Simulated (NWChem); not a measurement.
Molecule: CH7ClSi2; SMILES Cl[Si@H]([SiH3])C

Program: NWChem. Pople sets run with spherical d functions. Geometry: optimised at PBE0/def2-SVP. Ions are spin-unrestricted doublets at the neutral geometry; other ion states weren't tried. Functional: LC-ωPBE (HJS hole) with 6-31G*; rows give the range parameter ω in 1/bohr.

For range parameter (1/bohr) 0.10:

```yaml
vertical ionisation energy, ΔSCF (eV): 9.60
"−ε(HOMO) (eV)": 8.16
```

Q: How do the values read with range parameter (1/bohr) 0.40 instead?

A: The vertical ionisation energy, ΔSCF (eV) is 10.32 and the −ε(HOMO) (eV) comes out as 10.58.
